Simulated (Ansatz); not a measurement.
Ansatz (a program for electronic structure) input (RI-MP2/aug-cc-pVTZ):
A basis named .json is the Basis Set Exchange file of that set.

Ansatz 0.2 input:
```yaml
crystal:
  periodic: [false, false, false]
  atoms:
    - {symbol: B, position_ang: [-0.06182972, 0.47166815, -0.08870694]}
    - {symbol: O, position_ang: [1.18918234, 0.10324504, 0.28516126]}
    - {symbol: O, position_ang: [-1.03887333, -0.47915777, -0.18887763]}
    - {symbol: H, position_ang: [-0.26818285, 1.62418419, -0.31945882]}
    - {symbol: H, position_ang: [1.26757567, -0.84434272, 0.45177029]}
    - {symbol: H, position_ang: [-1.89271627, -0.13088037, -0.45904578]}
basis:
  gaussian:
    orbitals: aug-cc-pVTZ
    fitting: {mean_field: def2-universal-jkfit, correlation: aug-cc-pVTZ-RIFIT.json}
magnetization: {spin_polarized: false}
correlation: {method: mp2, electrons: outside_noble_gas}
```

End of the output:

```
integrals: 0.14 GiB planned
283 factors; integrals over basis functions are off by at most 9.7e-1 eV
mean field: 0.35 GiB planned
mean field evaluation 1: about -4794.7431 eV, gradient 4.6e1 eV
mean field evaluation 2: about -4797.2543 eV, gradient 2.8e1 eV
mean field evaluation 4: about -4798.4449 eV, gradient 4.5e-1 eV
mean field evaluation 8: about -4798.4458 eV, gradient 2.2e-6 eV
mean field -4798.44576699 eV, -176.3396294337 hartree, gradient 2.2e-6 eV, S^2 0.000000; 0 other end points of the search recorded, 0 dependent functions left out
3 core orbitals not correlated
456 factors; their error is unknown
reference -4798.44576699 eV, -176.3396294337 hartree; 9, 9 occupied and 195, 195 virtual orbitals, 456 factors
second order -16.24342870 eV of doubles, -0.00000000 eV of singles
Total energy: -4814.68919569 eV, -176.9365644281 hartree
```
